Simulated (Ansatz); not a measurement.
Ansatz (an electronic-structure program) input:

Ansatz 0.2 input:
```yaml
crystal:
  periodic: [false, false, false]
  atoms:
    - {symbol: Ga, position_ang: [0.00000000, 0.00000000, 0.00000000]}
    - {symbol: H, position_ang: [0.00000000, 0.00000000, 1.52926202]}
    - {symbol: H, position_ang: [-0.00000000, -0.00000000, -1.52926202]}
basis:
  gaussian:
    orbitals: def2-TZVP
hamiltonian:
  xc: b3lyp
  dispersion: d3bj
total_charge: 1
phonons: {temperatures: {t_min: 298.15, t_max: 298.15, t_step: 100}}
```

**Question.** Which total energy does the run end on?

**Answer.** -1925.78492 Eh (B3LYP-D3(BJ)/def2-TZVP). The basis has 60 functions.
